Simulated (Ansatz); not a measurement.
Ansatz (a first-principles code) input for CH7AlO2Si, SMILES [SiH2](C)[Al]([OH])[OH], PBE0-D3(BJ)/def2-SVP. 

Ansatz 0.2 input:
```yaml
crystal:
  periodic: [false, false, false]
  atoms:
    - {symbol: Si, position_ang: [1.31664756, -0.24748706, -0.61672047]}
    - {symbol: C, position_ang: [2.42263364, -0.09133375, 0.93134375]}
    - {symbol: Al, position_ang: [-0.99453074, 0.10204589, -0.03540327]}
    - {symbol: O, position_ang: [-1.31186314, 1.03433590, 1.29314503]}
    - {symbol: O, position_ang: [-2.09207221, -0.63155430, -1.03104814]}
    - {symbol: H, position_ang: [1.61187019, -1.57790313, -1.19710969]}
    - {symbol: H, position_ang: [1.87499191, 0.69457696, -1.61525203]}
    - {symbol: H, position_ang: [2.28039893, 0.87351111, 1.40930895]}
    - {symbol: H, position_ang: [3.47684708, -0.18906535, 0.69181264]}
    - {symbol: H, position_ang: [2.17618515, -0.85614812, 1.66253240]}
    - {symbol: H, position_ang: [-1.50029197, 1.56926608, 2.05156680]}
    - {symbol: H, position_ang: [-2.72848678, -1.05026567, -1.59336773]}
basis:
  gaussian:
    orbitals: def2-SVP
hamiltonian:
  xc: pbe0
  dispersion: d3bj
relax: {f_tol: 0.002, max_steps: 200}
```

Output:

```
[...]
these checks for a lower state are left out or cut short: starts, cluster_reference, orbital_swaps, neighbouring_geometries, increment
integrals: 0.07 GiB planned
1169 factors; integrals over basis functions are off by at most 3.3e-4 eV
mean field: 0.49 GiB planned
mean field -19702.14057415 eV, -724.0403115095 hartree, gradient 5.9e-6 eV, S^2 0.000000; 0 other end points of the search recorded, 0 dependent functions left out
the calculation of the forces begins
reference -19702.14060710 eV, -724.0403127204 hartree; 28, 28 occupied and 85, 85 virtual orbitals, 1169 factors
relax step  19: F+E_penalty+E_count = -19702.34508373 eV  Δ(F+E_penalty+E_count) = -9.992e-5 eV  max|allowed force component| = 2.830e-2 eV/Å  Δτ_max = 0.0346 Å  (28 SCF iters, accepted)
these checks for a lower state are left out or cut short: starts, cluster_reference, orbital_swaps, neighbouring_geometries, increment
integrals: 0.07 GiB planned
1169 factors; integrals over basis functions are off by at most 3.4e-4 eV
mean field: 0.49 GiB planned
mean field -19702.14063389 eV, -724.0403137050 hartree, gradient 6.8e-6 eV, S^2 0.000000; 0 other end points of the search recorded, 0 dependent functions left out
the calculation of the forces begins
reference -19702.14066684 eV, -724.0403149159 hartree; 28, 28 occupied and 85, 85 virtual orbitals, 1169 factors
relax step  20: F+E_penalty+E_count = -19702.34515166 eV  Δ(F+E_penalty+E_count) = -6.793e-5 eV  max|allowed force component| = 2.859e-2 eV/Å  Δτ_max = 0.0200 Å  (28 SCF iters, accepted)
these checks for a lower state are left out or cut short: starts, cluster_reference, orbital_swaps, neighbouring_geometries, increment
integrals: 0.07 GiB planned
1169 factors; integrals over basis functions are off by at most 3.4e-4 eV
mean field: 0.49 GiB planned
mean field -19702.14071734 eV, -724.0403167717 hartree, gradient 6.7e-6 eV, S^2 0.000000; 0 other end points of the search recorded, 0 dependent functions left out
the calculation of the forces begins
reference -19702.14075029 eV, -724.0403179824 hartree; 28, 28 occupied and 85, 85 virtual orbitals, 1169 factors
relax step  21: F+E_penalty+E_count = -19702.34523568 eV  Δ(F+E_penalty+E_count) = -8.402e-5 eV  max|allowed force component| = 2.490e-2 eV/Å  Δτ_max = 0.0287 Å  (27 SCF iters, accepted)
these checks for a lower state are left out or cut short: starts, cluster_reference, orbital_swaps, neighbouring_geometries, increment
integrals: 0.07 GiB planned
1169 factors; integrals over basis functions are off by at most 3.4e-4 eV
mean field: 0.49 GiB planned
mean field evaluation 160: about -19702.1406 eV, gradient 6.3e-6 eV
mean field -19702.14061944 eV, -724.0403131739 hartree, gradient 6.3e-6 eV, S^2 0.000000; 0 other end points of the search recorded, 0 dependent functions left out
the calculation of the forces begins
reference -19702.14065237 eV, -724.0403143840 hartree; 28, 28 occupied and 85, 85 virtual orbitals, 1169 factors
relax step  22: F+E_penalty+E_count = -19702.34512910 eV  Δ(F+E_penalty+E_count) = +1.066e-4 eV  max|allowed force component| = 3.036e-2 eV/Å  Δτ_max = 0.0450 Å  (28 SCF iters, rejected (line search))
these checks for a lower state are left out or cut short: starts, cluster_reference, orbital_swaps, neighbouring_geometries, increment
integrals: 0.07 GiB planned
1169 factors; integrals over basis functions are off by at most 3.4e-4 eV
mean field: 0.49 GiB planned
mean field -19702.14078347 eV, -724.0403192018 hartree, gradient 6.8e-6 eV, S^2 0.000000; 0 other end points of the search recorded, 0 dependent functions left out
the calculation of the forces begins
reference -19702.14081641 eV, -724.0403204122 hartree; 28, 28 occupied and 85, 85 virtual orbitals, 1169 factors
relax step  23: F+E_penalty+E_count = -19702.34528781 eV  Δ(F+E_penalty+E_count) = -5.213e-5 eV  max|allowed force component| = 2.173e-2 eV/Å  Δτ_max = 0.0222 Å  (28 SCF iters, accepted)
these checks for a lower state are left out or cut short: starts, cluster_reference, orbital_swaps, neighbouring_geometries, increment
integrals: 0.07 GiB planned
1169 factors; integrals over basis functions are off by at most 3.4e-4 eV
mean field: 0.49 GiB planned
mean field -19702.14081365 eV, -724.0403203109 hartree, gradient 5.9e-6 eV, S^2 0.000000; 0 other end points of the search recorded, 0 dependent functions left out
the calculation of the forces begins
reference -19702.14084656 eV, -724.0403215203 hartree; 28, 28 occupied and 85, 85 virtual orbitals, 1169 factors
relax step  24: F+E_penalty+E_count = -19702.34529189 eV  Δ(F+E_penalty+E_count) = -4.079e-6 eV  max|allowed force component| = 2.071e-2 eV/Å  Δτ_max = 0.0394 Å  (28 SCF iters, accepted)
these checks for a lower state are left out or cut short: starts, cluster_reference, orbital_swaps, neighbouring_geometries, increment
integrals: 0.07 GiB planned
1169 factors; integrals over basis functions are off by at most 3.4e-4 eV
mean field: 0.49 GiB planned
mean field -19702.14083832 eV, -724.0403212176 hartree, gradient 2.3e-5 eV, S^2 0.000000; 0 other end points of the search recorded, 0 dependent functions left out
the calculation of the forces begins
reference -19702.14087123 eV, -724.0403224271 hartree; 28, 28 occupied and 85, 85 virtual orbitals, 1169 factors
relax step  25: F+E_penalty+E_count = -19702.34533027 eV  Δ(F+E_penalty+E_count) = -3.838e-5 eV  max|allowed force component| = 1.507e-2 eV/Å  Δτ_max = 0.0069 Å  (22 SCF iters, accepted)
these checks for a lower state are left out or cut short: starts, cluster_reference, orbital_swaps, neighbouring_geometries, increment
integrals: 0.07 GiB planned
1169 factors; integrals over basis functions are off by at most 3.4e-4 eV
mean field: 0.49 GiB planned
mean field -19702.14083699 eV, -724.0403211687 hartree, gradient 7.7e-5 eV, S^2 0.000000; 0 other end points of the search recorded, 0 dependent functions left out
the calculation of the forces begins
reference -19702.14086991 eV, -724.0403223783 hartree; 28, 28 occupied and 85, 85 virtual orbitals, 1169 factors
relax step  26: F+E_penalty+E_count = -19702.34533680 eV  Δ(F+E_penalty+E_count) = -6.532e-6 eV  max|allowed force component| = 1.079e-2 eV/Å  Δτ_max = 0.0033 Å  (19 SCF iters, accepted)
these checks for a lower state are left out or cut short: starts, cluster_reference, orbital_swaps, neighbouring_geometries, increment
integrals: 0.07 GiB planned
1169 factors; integrals over basis functions are off by at most 3.4e-4 eV
mean field: 0.49 GiB planned
mean field -19702.14083641 eV, -724.0403211473 hartree, gradient 4.4e-5 eV, S^2 0.000000; 0 other end points of the search recorded, 0 dependent functions left out
the calculation of the forces begins
reference -19702.14086932 eV, -724.0403223569 hartree; 28, 28 occupied and 85, 85 virtual orbitals, 1169 factors
relax step  27: F+E_penalty+E_count = -19702.34534466 eV  Δ(F+E_penalty+E_count) = -7.857e-6 eV  max|allowed force component| = 5.149e-3 eV/Å  Δτ_max = 0.0020 Å  (19 SCF iters, accepted)
these checks for a lower state are left out or cut short: starts, cluster_reference, orbital_swaps, neighbouring_geometries, increment
integrals: 0.07 GiB planned
1169 factors; integrals over basis functions are off by at most 3.4e-4 eV
mean field: 0.49 GiB planned
mean field evaluation 192: about -19702.1408 eV, gradient 7.6e-5 eV
mean field -19702.14083789 eV, -724.0403212017 hartree, gradient 7.6e-5 eV, S^2 0.000000; 0 other end points of the search recorded, 0 dependent functions left out
the calculation of the forces begins
reference -19702.14087080 eV, -724.0403224112 hartree; 28, 28 occupied and 85, 85 virtual orbitals, 1169 factors
relax step  28: F+E_penalty+E_count = -19702.34534923 eV  Δ(F+E_penalty+E_count) = -4.575e-6 eV  max|allowed force component| = 6.670e-3 eV/Å  Δτ_max = 0.0033 Å  (19 SCF iters, accepted)
these checks for a lower state are left out or cut short: starts, cluster_reference, orbital_swaps, neighbouring_geometries, increment
integrals: 0.07 GiB planned
1169 factors; integrals over basis functions are off by at most 3.4e-4 eV
mean field: 0.49 GiB planned
mean field -19702.14084686 eV, -724.0403215312 hartree, gradient 1.8e-5 eV, S^2 0.000000; 0 other end points of the search recorded, 0 dependent functions left out
the calculation of the forces begins
reference -19702.14087976 eV, -724.0403227405 hartree; 28, 28 occupied and 85, 85 virtual orbitals, 1169 factors
relax step  29: F+E_penalty+E_count = -19702.34535559 eV  Δ(F+E_penalty+E_count) = -6.357e-6 eV  max|allowed force component| = 4.048e-3 eV/Å  Δτ_max = 0.0074 Å  (22 SCF iters, accepted)
these checks for a lower state are left out or cut short: starts, cluster_reference, orbital_swaps, neighbouring_geometries, increment
integrals: 0.07 GiB planned
1169 factors; integrals over basis functions are off by at most 3.4e-4 eV
mean field: 0.49 GiB planned
mean field -19702.14084447 eV, -724.0403214434 hartree, gradient 4.6e-5 eV, S^2 0.000000; 0 other end points of the search recorded, 0 dependent functions left out
the calculation of the forces begins
reference -19702.14087737 eV, -724.0403226527 hartree; 28, 28 occupied and 85, 85 virtual orbitals, 1169 factors
relax step  30: F+E_penalty+E_count = -19702.34535675 eV  Δ(F+E_penalty+E_count) = -1.163e-6 eV  max|allowed force component| = 2.299e-3 eV/Å  Δτ_max = 0.0023 Å  (19 SCF iters, accepted)
these checks for a lower state are left out or cut short: starts, cluster_reference, orbital_swaps, neighbouring_geometries, increment
integrals: 0.07 GiB planned
1169 factors; integrals over basis functions are off by at most 3.4e-4 eV
mean field: 0.49 GiB planned
mean field -19702.14085610 eV, -724.0403218709 hartree, gradient 1.5e-5 eV, S^2 0.000000; 0 other end points of the search recorded, 0 dependent functions left out
the calculation of the forces begins
reference -19702.14088901 eV, -724.0403230802 hartree; 28, 28 occupied and 85, 85 virtual orbitals, 1169 factors
relax step  31: F+E_penalty+E_count = -19702.34535712 eV  Δ(F+E_penalty+E_count) = -3.729e-7 eV  max|allowed force component| = 1.275e-3 eV/Å  Δτ_max = 0.0007 Å  (19 SCF iters, accepted)
integrals: 0.07 GiB planned
1169 factors; integrals over basis functions are off by at most 3.4e-4 eV
mean field: 0.49 GiB planned
mean field -19702.14085610 eV, -724.0403218709 hartree, gradient 1.5e-5 eV, S^2 0.000000; 1 other end points of the search recorded, 0 dependent functions left out
the calculation of the forces begins
reference -19702.14088901 eV, -724.0403230802 hartree; 28, 28 occupied and 85, 85 virtual orbitals, 1169 factors
Total energy: -19702.34539003 eV, -724.0478383543 hartree
Atom 0 at     1.457749    -0.398075    -0.557704 Å, force     0.001275    -0.000465    -0.000737 eV/Å
Atom 1 at     2.559920     0.050667     0.910371 Å, force    -0.000655     0.000037     0.000302 eV/Å
Atom 2 at    -0.888071     0.018033    -0.089042 Å, force    -0.000896     0.000268     0.000219 eV/Å
Atom 3 at    -1.280988     0.641637     1.448449 Å, force    -0.000654    -0.000121    -0.001110 eV/Å
Atom 4 at    -2.055604    -0.316633    -1.282554 Å, force     0.001087     0.000376     0.000439 eV/Å
Atom 5 at     1.654798    -1.842989    -0.913870 Å, force    -0.000217    -0.000483     0.000526 eV/Å
Atom 6 at     1.880765     0.387136    -1.765155 Å, force    -0.000552     0.000733     0.000076 eV/Å
Atom 7 at     2.447906     1.114989     1.166386 Å, force     0.000036    -0.000014     0.000057 eV/Å
Atom 8 at     3.619524    -0.142963     0.684537 Å, force    -0.000096    -0.000120    -0.000319 eV/Å
Atom 9 at     2.280351    -0.537623     1.797289 Å, force     0.000064     0.000041     0.000057 eV/Å
Atom 10 at    -2.137197     0.867196     1.813253 Å, force     0.000565    -0.000186    -0.000014 eV/Å
Atom 11 at    -3.006823    -0.211397    -1.261151 Å, force     0.000043    -0.000067     0.000504 eV/Å
Dipole moment:    -0.435852     0.130844     0.226726 e Å
```

The run converged.

Cost: very roughly 3 core-minutes.
